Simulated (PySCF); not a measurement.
# Co- (cobalt, charge -1) across methods

[Ar] 3d8 4s2, high-spin 3F determinant. Computed with PySCF 2.14 in aug-cc-pVQZ (9s8p6d4f3g2h, 140 functions), with the non-relativistic Hamiltonian (point nucleus).

```csv
method,E (hartree),mean ε 4s α (eV),mean ε 3d β (eV),mean ε 4s β (eV),Σ⟨r²⟩ (bohr²),⟨S²⟩
PBE0,-1382.553,0.281,0.378,0.586,66.67,2.019
r2SCANh,-1382.751,0.418,1.264,0.755,65.46,2.031
LDA,-1380.240,0.651,2.038,0.915,64.16,2.023
M06-2X,-1382.735,-0.035,-1.903,0.176,75.10,2.012
r2SCAN,-1382.771,0.609,1.926,0.919,64.93,2.030
UHF,-1381.36296,-1.191,-5.378,-0.069,84.25,2.132
PBE,-1382.558,0.759,2.031,1.028,65.94,2.022
BHandHLYP,-1382.738,-0.078,-1.424,0.180,68.43,2.012
```

⟨S²⟩ = 2.13 against 2.00 shows spin contamination. The outer electron is barely bound at this level, so radii and moments hang on the diffuse functions.

The highest occupied level is positive at PBE0, r2SCANh, LDA, M06-2X, r2SCAN, PBE, BHandHLYP: only the finite basis holds that electron, which in a density functional comes from self-interaction.
